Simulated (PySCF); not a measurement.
PySCF input for BeH2, SMILES [BeH2], PBE-D3(BJ)/def2-TZVPD. Geometry optimised at PBE-D3(BJ)/def2-TZVPD. The isomer is the one that the SMILES or the coordinates give; other isomers of the formula were not compared.

```python
import numpy as np
from pyscf import gto, scf, dft, df
from pyscf.hessian import thermo

mol = gto.M(
    atom='''
    Be    0.00000000    0.00000000    0.00000000
    H     0.00000000    0.00000000   -1.34125995
    H     0.00000000    0.00000000    1.34125995
    ''',
    basis='def2-TZVPD',
    charge=0,
    spin=0,
    max_memory=1600,
    verbose=3,
)
mf = dft.RKS(mol, xc='pbe').density_fit(auxbasis='def2-universal-jkfit')
mf.disp = 'd3bj'
mf.grids.level = 3
mf.conv_tol = 1e-11
mf.max_cycle = 100
mf.kernel()

# [left out here: the lines that compute and print the analytic Hessian (its translational invariance restored by hand, since the grid's response is missing), thermochemistry and intensities]
```

It prints:

```
converged SCF energy = -15.8619339020553

WARN: DFTD3 does not support analytical Hessian, using finite difference


WARN: Mole.unit (angstrom) is changed to Bohr

Mode                                 0                   1                   2
Irrep
Freq [cm^-1]                      707.6060            707.6060           1976.6695
Reduced mass [au]                   1.2034              1.2034              1.0080
Force const [Dyne/A]                0.3550              0.3550              2.3205
Char temp [K]                    1018.0874           1018.0874           2843.9874
Normal mode                   x     y     z       x     y     z       x     y     z
       0  Be                -0.14  0.02 -0.00   -0.02 -0.14 -0.00   -0.00 -0.00  0.00
       1   H                 0.63 -0.11  0.00    0.11  0.63  0.00    0.00  0.00 -0.70
       2   H                 0.63 -0.11 -0.00    0.11  0.63 -0.00    0.00  0.00  0.70
Mode                                 3
Irrep
Freq [cm^-1]                     2194.9990
Reduced mass [au]                   1.2034
Force const [Dyne/A]                3.4160
Char temp [K]                    3158.1149
Normal mode                   x     y     z
       0  Be                -0.00  0.00  0.14
       1   H                 0.00 -0.00 -0.64
       2   H                 0.00 -0.00 -0.64
temperature 298.1500 [K]
pressure 101325.00 [Pa]
Rotational constants [GHz] inf 139.34801 139.34801
Symmetry number 2
Zero-point energy (ZPE) 0.01273 [Eh]   33416.966 [J/mol]
                           tot       elec      trans        rot        vib
Entropy [J/mol/K]       175.303      0.000    138.684     34.124      2.496
Cv [J/mol/K]             27.682      0.000     12.472      8.314      6.896
Cp [J/mol/K]             35.996      0.000     20.786      8.314      6.896
Internal energy [J/mol]                      3718.434   2478.956  33995.026
Internal energy [Eh]   -15.84663  -15.86193
Enthalpy [J/mol]                             6197.391   2478.956  33995.026
Enthalpy [Eh]          -15.84568
Gibbs free energy [J/mol]                  -35151.107  -7695.143  33250.934
Gibbs free energy [Eh] -15.86559
mode   freq/cm-1   IR/(km/mol)
   1      707.61       300.482
   2      707.61       300.482
   3     1976.67         0.000
   4     2195.00       219.689
max |gradient| / (hartree/bohr): 3.287270788843134e-05
APT charges: [ 0.6781 -0.3391 -0.3391]
```

The calculation finished and met its thresholds.
